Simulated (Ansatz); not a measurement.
`[F][K]` + HBr → `[K][Br]` + H–F at 298.15 K and 1 bar (ligand exchange at a K–F bond).

Isolated molecules relaxed with PBE0-D4/def2-TZVP in Ansatz; ΔE leaves out vibrations. CCSD(T)/CBS is the MP2 limit (def2-TZVPP, def2-QZVPP) plus CCSD(T) − MP2 in def2-TZVPP, frozen cores. This one scheme is used for every species. For Br, K outer-core shells are correlated without core-valence functions, which leaves a few kJ/mol of doubt a bond. Scalar relativity is left out up to krypton.

```tsv
species	CCSD(T)/CBS energy (Eh)	H − E (kJ/mol)	S (J/(mol·K))
`[F][K]`	-699.28088	12.0	226.5
HBr	-2573.91920	24.6	198.6
`[K][Br]`	-3172.84244	11.4	250.6
H–F	-100.39570	33.5	173.6
```

H − E and S are ideal-gas, rigid-rotor, harmonic terms from PBE0-D4/def2-TZVP. 1 Eh = 2625.50 kJ/mol, R = 8.31446 J/(mol·K).

Problem. By hand: ΔE, ΔH, ΔS and ΔG.

Solution. ΔE = (-3172.84244) + (-100.39570) − (-699.28088) − (-2573.91920) = -0.03806 Eh = -99.9 kJ/mol. Δ(H − E) = 11.4 + 33.5 − 12.0 − 24.6 = 8.3, so ΔH = -91.6 kJ/mol. ΔS = 250.6 + 173.6 − 226.5 − 198.6 = -0.9 J/(mol·K). ΔG = -91.6 − 298.15 × (-0.9)/1000 = -91.3 kJ/mol.

Problem. By hand: the equilibrium constant, and the temperature at which ΔG would vanish if ΔH and ΔS stayed fixed.

Solution. log₁₀ K = −ΔG/(RT ln 10) = 16.0. ΔG = 0 at ΔH/ΔS = 101778 K, far beyond where these terms or the molecules hold.

The number of gas molecules stays the same, so ΔS is small and ΔH decides. A doubt of 5 kJ/mol in ΔE shifts log₁₀ K by 0.9 here. These are equilibria of isolated gas molecules and say nothing of rates. Largest T1 diagnostic: 0.012 (customary marks: 0.02 for closed shells, 0.045 for open ones).
